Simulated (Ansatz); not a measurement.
`c1ccc2c(c1)CCCC2` → 10 C• + 12 H•  (atomization)

Calculated with Ansatz (gas phase, PBE0-D4/def2-TZVP geometries, no zero-point term in ΔE). CCSD(T)/CBS adds triple-zeta CCSD(T) − MP2 to the extrapolated MP2 energy (def2 sets, frozen cores). This one scheme is used for every species, atoms too. DFT in def2-TZVPP. No spin–orbit coupling; open shells (•) take unrestricted orbitals. Spin–orbit coupling would lower the free atoms: a little for C.

`c1ccc2c(c1)CCCC2`:

Z-matrix (Å, degrees):
```
C
C 1 1.506
C 1 1.519 2 113.2
H 1 1.098 2 108.5 3 -121.1
H 1 1.094 2 109.3 3 123.9
C 2 1.396 1 121.5 3 17.8
C 2 1.393 1 119.5 3 -163.4
C 3 1.519 1 110.1 2 -47.6
H 3 1.096 1 109.8 2 72.6
H 3 1.093 1 110.0 2 -170.2
C 6 1.393 2 119.0 1 178.7
C 6 1.506 2 121.5 1 -2.5
C 7 1.383 2 121.5 1 -178.8
H 7 1.086 2 118.8 1 1.3
H 8 1.093 3 111.0 1 -174.7
H 8 1.097 3 109.2 1 -57.2
C 11 1.383 6 121.5 2 0.1
H 11 1.086 6 118.8 2 -179.8
H 12 1.094 6 109.3 2 141.6
H 12 1.098 6 108.5 2 -103.4
H 13 1.084 7 120.1 2 -179.9
H 17 1.084 11 120.1 6 -179.9
```

```
           species  r2SCAN0-D4 energy (Eh)
`c1ccc2c(c1)CCCC2`              -388.18393
                C•               -37.83406
                H•                -0.49987
```

Q: Work out ΔE.

A: ΔE = 12 × (-0.49987) + 10 × (-37.83406) − (-388.18393) = 3.84489 Eh = +2412.7 kcal/mol. CCSD(T)/CBS gives +2419.0 kcal/mol.

Largest T1 diagnostic among the species: 0.010.

In def2-TZVPP, CCSD(T) changes the Hartree–Fock value by +548.7 kcal/mol (the triples alone add +39.8 kcal/mol) and MP2 by +605.0 kcal/mol; breaking electron pairs costs correlation energy, which Hartree–Fock lacks. From r2SCAN to r2SCAN0 (25 % exact exchange), in def2-TZVPP and without D4, ΔE moves by −28.2 kcal/mol: exact exchange takes away binding that semilocal exchange gives to molecules. The D4 term adds +24.4 kcal/mol with B3LYP and +13.1 kcal/mol with PBE0; it sums over pairs of atoms, weighted by their polarisabilities, and B3LYP, whose exchange is more repulsive, gets the larger term.

B3LYP here is the variant with VWN-RPA as its local correlation; programs differ in this.

For atomizations the MP2-based limit and the directly extrapolated one differ by several kJ/mol either way, and by 10 to 25 for some Ge, Se and Sn compounds, so smaller differences from it don't rank the levels.
